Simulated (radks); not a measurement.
The tungsten ion W+ inside a hard spherical wall (all orbitals vanish at R), configuration held at [Xe] 4f14 5d4 6s1 and not refilled when levels cross. Method: scalar-relativistic Kohn-Sham, PBE, spin-polarised, spherical densities, finite nucleus; open shells are filled with parallel spins first (spin-orbit coupling, left out, can overturn this in heavy ions); Fermi nuclear charge, rms radius 5.3658 fm; computed with a radial shooting solver on a logarithmic mesh with Libxc functionals. Eigenvalues in eV for spin up, with the zero of energy where the potential of the charges vanishes at infinity; a dash marks a level that is unbound or too diffuse for the functional's potential to be trusted. A positive occupied level is held by the wall or, in an anion where self-interaction has pushed it up, behind a barrier. The pressure on the wall is -dE/dV.

R (bohr),E (hartree),kinetic (hartree),e(5p),e(4f),e(6s),e(5d),"e(6p, empty)","e(7s, empty)",pressure (GPa)
free,-16139.7967,17777.273,-51.378,-40.468,-13.009,-12.750,-7.310,-,0
20,-16139.7967,17777.273,-51.378,-40.468,-13.009,-12.750,-7.310,-,< 0.0001
12,-16139.7967,17777.273,-51.378,-40.468,-13.009,-12.750,-7.309,-3.325,< 0.0001
10,-16139.7967,17777.274,-51.376,-40.466,-13.008,-12.748,-7.295,-2.882,0.000810
8,-16139.7961,17777.281,-51.344,-40.433,-12.978,-12.720,-7.157,-1.219,0.0357
7,-16139.7937,17777.305,-51.248,-40.332,-12.881,-12.636,-6.855,0.975,0.228
6,-16139.7824,17777.395,-50.926,-39.988,-12.520,-12.350,-6.007,5.477,1.43
5,-16139.7308,17777.716,-49.961,-38.928,-11.234,-11.456,-3.584,15.279,9.34
3.5,-16139.1235,17780.506,-44.644,-32.703,-0.414,-5.529,12.852,63.502,210
3,-16138.2176,17784.296,-39.934,-26.995,12.706,0.677,30.692,107.34,734
1.5,-16091.6373,17949.383,79.298,75.731,367.26,155.85,429.35,880.79,150000
